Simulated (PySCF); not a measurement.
F6OSi2, triplet, at the geometry of the source list (a higher spin typed on purpose: for a closed-shell molecule this is an excited state) (in this run its highest filled SCF level lies above zero, so its values depend strongly on the basis, on diffuse functions most of all); B3LYP/STO-3G (PySCF).

PySCF was given this input:
```python
from pyscf import gto, scf, dft

mol = gto.Mole()
mol.atom = '''
    F     2.141500    0.349500   -1.186900
    Si    1.488400    0.316500    0.242600
    F     2.392800   -0.514100    1.217900
    F     1.393200    1.801100    0.748700
    O     0.060900   -0.386000    0.201300
    Si   -1.477500   -0.385600   -0.206600
    F    -1.683000    0.036000   -1.706400
    F    -2.294900    0.623000    0.679900
    F    -2.021400   -1.840400    0.009500
'''
mol.basis = 'sto-3g'
mol.charge = 0
mol.spin = 2
mol.verbose = 4
mol.build()

mf = dft.UKS(mol)
mf.xc = 'b3lyp'
mf.kernel()
```

It wrote (shortened):

```
PySCF version 2.14.0

[INPUT] verbose = 4
[INPUT] num. atoms = 9
[INPUT] num. electrons = 90
[INPUT] charge = 0
[INPUT] spin (= nelec alpha-beta = 2S) = 2
[INPUT] symmetry False subgroup None
[INPUT] Mole.unit = angstrom
[INPUT] Symbol           X                Y                Z      unit          X                Y                Z       unit  Magmom
[...]
nuclear repulsion = 739.334841365134
number of shells = 31
number of NR pGTOs = 159
number of NR cGTOs = 53
basis = sto-3g
ecp = {}

******** <class 'pyscf.dft.uks.UKS'> ********
method = UKS
initial guess = minao
damping factor = 0
level_shift factor = 0
DIIS = <class 'pyscf.scf.diis.CDIIS'>
diis_start_cycle = 1
diis_space = 8
diis_damp = 0
SCF conv_tol = 1e-09
SCF conv_tol_grad = None
SCF max_cycles = 50
direct_scf = True
direct_scf_tol = 1e-13
number electrons alpha = 46  beta = 44
XC library pyscf.dft.libxc version 7.1.2
    S. Lehtola, C. Steigemann, M. J. T. Oliveira, and M. A. L. Marques,  SoftwareX 7, 1–5 (2018)
XC functionals = b3lyp
    P. J. Stephens, F. J. Devlin, C. F. Chabalowski, and M. J. Frisch,  J. Phys. Chem. 98, 11623 (1994)
radial grids:
    Treutler-Ahlrichs [JCP 102, 346 (1995); DOI:10.1063/1.469408] (M4) radial grids

becke partition: Becke, JCP 88, 2547 (1988); DOI:10.1063/1.454033
pruning grids: <function nwchem_prune>
grids dens level: 3
symmetrized grids: False
atomic radii adjust function: <function treutler_atomic_radii_adjust>
small_rho_cutoff = 0
Set gradient conv threshold to 3.16228e-05
tot grids = 138016
init E= -1238.04399818222

cycle= 1 E= -1236.27545209914  delta_E= 1.77  |g|= 0.614  |ddm|=  3.4

cycle= 2 E= -1236.38140627948  delta_E= -0.106  |g|= 0.559  |ddm|= 1.88

cycle= 3 E= -1236.42843515879  delta_E= -0.047  |g|= 0.436  |ddm|= 1.46

cycle= 4 E= -1236.56850782766  delta_E= -0.14  |g|= 0.13  |ddm|= 1.11

cycle= 5 E= -1236.57922093962  delta_E= -0.0107  |g|= 0.0893  |ddm|= 0.446

cycle= 6 E= -1236.58441624725  delta_E= -0.0052  |g|= 0.0322  |ddm|= 0.263

cycle= 7 E= -1236.58545680804  delta_E= -0.00104  |g|= 0.0195  |ddm|= 0.151

cycle= 8 E= -1236.58584226398  delta_E= -0.000385  |g|= 0.00605  |ddm|= 0.0762

cycle= 9 E= -1236.58587791397  delta_E= -3.56e-05  |g|= 0.00431  |ddm|= 0.0256

cycle= 10 E= -1236.58590104369  delta_E= -2.31e-05  |g|= 0.000735  |ddm|= 0.0252

cycle= 11 E= -1236.585902775  delta_E= -1.73e-06  |g|= 0.000475  |ddm|= 0.00746

cycle= 12 E= -1236.58590308263  delta_E= -3.08e-07  |g|= 0.000325  |ddm|= 0.00174

cycle= 13 E= -1236.58590356734  delta_E= -4.85e-07  |g|= 0.000293  |ddm|= 0.00489

cycle= 14 E= -1236.58590382517  delta_E= -2.58e-07  |g|= 0.000159  |ddm|= 0.00299

cycle= 15 E= -1236.58590390479  delta_E= -7.96e-08  |g|= 0.000127  |ddm|= 0.000921

cycle= 16 E= -1236.58590400923  delta_E= -1.04e-07  |g|= 0.000114  |ddm|= 0.00121

cycle= 17 E= -1236.5859040424  delta_E= -3.32e-08  |g|= 0.000109  |ddm|= 0.000387

cycle= 18 E= -1236.58590410332  delta_E= -6.09e-08  |g|= 0.000107  |ddm|= 0.000697

cycle= 19 E= -1236.58590467228  delta_E= -5.69e-07  |g|= 9.3e-05  |ddm|= 0.00688

cycle= 20 E= -1236.58590547116  delta_E= -7.99e-07  |g|= 7.09e-05  |ddm|= 0.0111

cycle= 21 E= -1236.58590607171  delta_E= -6.01e-07  |g|= 7.35e-05  |ddm|= 0.00999

cycle= 22 E= -1236.58590616235  delta_E= -9.06e-08  |g|= 7.22e-05  |ddm|= 0.00162

cycle= 23 E= -1236.58590711498  delta_E= -9.53e-07  |g|= 7.08e-05  |ddm|= 0.0257

cycle= 24 E= -1236.58590712546  delta_E= -1.05e-08  |g|= 3.71e-05  |ddm|= 0.000295

cycle= 25 E= -1236.58590727668  delta_E= -1.51e-07  |g|= 5.17e-05  |ddm|= 0.0104

cycle= 26 E= -1236.58590727981  delta_E= -3.13e-09  |g|= 2.17e-05  |ddm|= 0.000261

cycle= 27 E= -1236.58590728049  delta_E= -6.78e-10  |g|= 0.000121  |ddm|= 0.00117

cycle= 28 E= -1236.58590731302  delta_E= -3.25e-08  |g|= 1.35e-05  |ddm|= 0.0048

cycle= 29 E= -1236.58590731407  delta_E= -1.05e-09  |g|= 1.59e-05  |ddm|= 0.00188

cycle= 30 E= -1236.58590731417  delta_E= -9.91e-11  |g|= 1.41e-05  |ddm|= 0.0014

Extra cycle  E= -1236.58590731338  delta_E= 7.87e-10  |g|= 3.73e-05  |ddm|= 0.000108
converged SCF energy = -1236.58590731338  <S^2> = 2.0032984  2S+1 = 3.0021981
```
